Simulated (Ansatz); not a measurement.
CH$_{5}$FOSi$_{2}$, SMILES `OC1(F)[SiH2][SiH2]1`. The species carries charge 0 and has multiplicity 1.

```xyz
10

O    -1.106    0.903   -1.168
C    -0.224    0.730   -0.129
F     0.017    1.918    0.539
Si    1.301   -0.367   -0.531
Si   -0.352   -0.866    0.960
H    -2.000    0.985   -0.816
H     2.590    0.131    0.001
H     1.374   -0.951   -1.891
H    -1.483   -1.765    0.619
H    -0.117   -0.718    2.416
```

**Question.** What are the harmonic wavenumbers in cm⁻¹ at PBE0-D4/def2-TZVP (Ansatz, finite differences of forces, unscaled)? (An estimate is asked.)

**Answer.** The calculation gave: 134, 171, 321, 321, 331, 427, 473, 495, 546, 615, 620, 639, 653, 690, 887, 892, 1067, 1181, 1330, 2223, 2236, 2253, 2266, 3791.

**Question.** Is this a minimum?

**Answer.** Yes, all 24 modes are real.

**Question.** Give the ideal-gas thermochemistry at 298.15 K and 1 bar (rigid rotor, harmonic oscillator; point group C1, symmetry number 1).

**Answer.** Zero-point energy 146.9 kJ/mol; H(298) − E = 168.0 kJ/mol; entropy 340.5 J/(mol·K), of which translation 167.3, rotation 113.2, vibration 60.0; G(298) − E = 66.5 kJ/mol.

**Question.** And at 400, 500, 600, 800 and 1000 K?

**Answer.** 
```
T (K)  H − E (kJ/mol)  S (J/mol/K)  G − E (kJ/mol)
  400           181.2        378.3            29.9
  500           196.0        411.2            -9.7
  600           212.1        440.5           -52.3
  800           247.2        491.0          -145.6
 1000           285.1        533.2          -248.1
```

**Question.** Rotational constants (cm⁻¹)?

**Answer.** 0.1189, 0.09156, 0.07692.
